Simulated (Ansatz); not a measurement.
Basis sets compared for the cluster Cu2H2 (the lowest singlet isomer of a short search). Charge 0, multiplicity 1. Geometry PBE0-D4/def2-TZVP. Ansatz on 4 threads of Arm Neoverse V1 on a shared host; times are rough, and most runs start from earlier orbitals.

```tsv
atom	x (Å)	y (Å)	z (Å)
Cu1	0.259	0.551	-0.128
Cu2	-0.692	-1.566	0.445
H3	1.204	1.591	0.462
H4	-0.771	-0.577	-0.779
```

The 6-31G sets use Cartesian d functions. The structure comes from a short search, and lower isomers may exist.

Binding counts from free atoms (Cu doublet, H doublet) in the same basis, without a counterpoise term.

| level | functions | energy (Eh) | HOMO (eV) | LUMO (eV) | binding per atom (eV) | wall time |
| --- | --- | --- | --- | --- | --- | --- |
| HF/6-31G | 62 | -3278.3370 | -7.77 | -0.21 | 1.41 | 0.3 s |
| HF/def2-TZVP | 102 | -3278.9761 | -8.23 | -0.29 | 0.89 | 0.6 s |
| PBE-D4/def2-SVP | 72 | -3281.2273 | -4.71 | -3.40 | 1.91 | 0.7 s |
| PBE-D4/def2-TZVP (with forces) | 102 | -3281.7414 | -5.14 | -3.82 | 1.72 | 0.9 s |
| r2SCAN-D4/def2-TZVP | 102 | -3282.1966 | -5.17 | -3.53 | 1.77 | 1.9 s |
| PBE0-D4/def2-SVP | 72 | -3281.2337 | -5.69 | -2.55 | 1.74 | 0.8 s |
| PBE0-D4/def2-TZVP | 102 | -3281.7269 | -6.03 | -2.91 | 1.61 | 1.8 s |

(1) Estimate the rows for PBE-D4/def2-TZVPD, r2SCAN-D4/def2-TZVPD, PBE0-D4/def2-TZVPD.

Results:

(1) 
```
               level  functions  energy (Eh)  HOMO (eV)  LUMO (eV)  binding per atom (eV)  wall time
   PBE-D4/def2-TZVPD        114   -3281.7434      -5.19      -3.85                   1.74     0.95 s
r2SCAN-D4/def2-TZVPD        114   -3282.1982      -5.21      -3.56                   1.78      2.1 s
  PBE0-D4/def2-TZVPD        114   -3281.7285      -6.07      -2.95                   1.62      1.4 s
```
